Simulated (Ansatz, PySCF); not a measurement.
C₃H₄F₂Si. Atoms are numbered in the order given.

```xyz
10

F      2.3526     0.8130    -0.4902
C      1.6702    -0.3693    -0.4064
F      2.2015    -1.0959     0.6233
C      0.2411    -0.1222    -0.1768
C     -0.9657     0.0588    -0.0304
Si    -2.7677     0.3440     0.2142
H      1.8387    -0.9350    -1.3534
H     -3.5226    -0.2443    -0.9427
H     -3.0271     1.8207     0.2898
H     -3.2021    -0.3159     1.4906
```

Geometry optimised at PBE-D3(BJ)/def2-SVP. The structure was generated by enumeration, and PubChem lists no compound with its InChIKey, so it may never have been made.

Vertical ionisation energy (IE) and electron affinity (EA) in eV. Rows of orbital energies are one-electron estimates. Where ΔSCF, EOM or ADC give a negative EA the extra electron is unbound and the value depends on the basis.

```tsv
level	IE	EA
−ε(HOMO), −ε(LUMO), HF/def2-TZVP (PySCF)	11.33	-2.77
−ε(HOMO), −ε(LUMO), PBE/def2-TZVP (PySCF)	7.39	1.89
ΔSCF, PBE0/def2-SVPD (Ansatz), final states of multiplicity 2 and 2	10.77	-0.82
ΔSCF, PBE/def2-SVPD (Ansatz), final states of multiplicity 2 and 2	10.49	-0.69
```

What vertical singlet–triplet gap does ΔSCF give with PBE0/def2-SVPD (Ansatz, a quantum-chemistry and plane-wave program) and with PBE/def2-SVPD (Ansatz)? (Estimate from the structure and the level; the computed values follow.)

4.74 and 4.78 eV (triplet above singlet where positive).
